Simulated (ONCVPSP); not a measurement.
# Building the ONCV potential for silver (Ag) (PBE, scalar-relativistic).

silver, optimised norm-conserving Vanderbilt (ONCV), made with ONCVPSP 4.0.1 (PBE, scalar-relativistic). Core [Ar] 3d10, reference 4s2 4p6 4d9 5s2. Waves: 4s+5s: rc 1.55 bohr, ncon 4, nbas 7, qcut 9.9 1/bohr, 2 projectors; 4p: rc 0.95 bohr, ncon 4, nbas 7, qcut 7.1 1/bohr, 2 projectors, debl 2.1 Ha; 4d: rc 1.40 bohr, ncon 5, nbas 10, qcut 9.9 1/bohr, 1 projector. Local part: polynomial inside 0.80 bohr (lpopt 5, dvloc0 6 Ha). Core correction: Teter function fitted to the true core (icmod 2), fcfact 0.2.

In the p channel the program set the typed energies aside and used -2.299, 0.250 Ha.

All-electron outer shells of the reference configuration (PBE, scalar-relativistic, ld1.x):

```csv
shell,level (eV),outermost node (bohr),outermost maximum (bohr)
3d,-362.96,–,0.27
4s,-99.20,0.44,0.82
4p,-62.55,0.44,0.87
4d,-10.71,0.43,1.03
5s,-5.55,1.10,2.40
```

Q: Does the generator finish with these settings?

A: Yes, a potential is produced and its reference levels are reproduced.

Q: Estimate the cutoffs (Ha) at which the residual kinetic energy of the hardest occupied pseudo-wave falls to 1 and 0.1 mHa per electron.

A: 140 Ha and 166 Ha.

Q: Does the potential have ghost states?

A: No bound ghost flagged; GHOST(+) flagged for s at 153.6 eV.

Q: Which valence shell sets the plane-wave cutoff?

A: 4p: 140 Ha for 1 mHa per electron, against 34 Ha for 4d.

Q: Tests: 4s2 4p6 4d10 5s1; 4s2 4p6 4d10 5s0; 4s2 4p6 4d9 5s0; 4s2 4p6 4d10 5s0 5p1. Which has the largest error in its energy relative to the reference configuration, and how large is it?

A: 4s2 4p6 4d9 5s0, with -6.2 meV (all-electron minus pseudo) on +25.79 eV.
